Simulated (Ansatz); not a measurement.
Input for Ansatz (a first-principles code): R-PBE/def2-TZVPP on H5PSn (SMILES [PH2][SnH3]), a point of a torsion scan. Elements past Kr take the def2 small-core potentials; no spin–orbit coupling.

Ansatz 0.2 input:
```yaml
crystal:
  periodic: [false, false, false]
  atoms:
    - {symbol: P, position_ang: [1.57950274, -0.52738179, 0.28591249]}
    - {symbol: Sn, position_ang: [-0.83470511, 0.03319181, 0.10074299]}
    - {symbol: H, position_ang: [1.97959047, 0.79517820, 0.34808188]}
    - {symbol: H, position_ang: [1.76315241, -0.57417563, -1.08466181]}
    - {symbol: H, position_ang: [-1.55316243, -0.53372239, -1.30479612]}
    - {symbol: H, position_ang: [-1.70391255, -0.65014280, 1.35149016]}
    - {symbol: H, position_ang: [-1.20811210, 1.67103670, 0.14611788]}
basis:
  gaussian:
    orbitals: def2-TZVPP
hamiltonian:
  xc: {name: PBE}
scf: {lower_state_search: off}
```

The head of its log:

```
WARN ansatz: RAYON_NUM_THREADS=1 ignored (pool sized by the plan → 1); use --threads N
Functional definition: PBE
these checks for a lower state are left out or cut short: stability, starts, cluster_reference, orbital_swaps, neighbouring_geometries, increment
integrals: 0.07 GiB planned
970 factors; their error is unknown
mean field: 0.52 GiB planned
mean field evaluation 1: about -15195.0371 eV, gradient 2.3e1 eV
mean field evaluation 2: about -15195.5041 eV, gradient 2.2e1 eV
```

Q: What total energy does the run end on?

A: -558.4680 hartree.
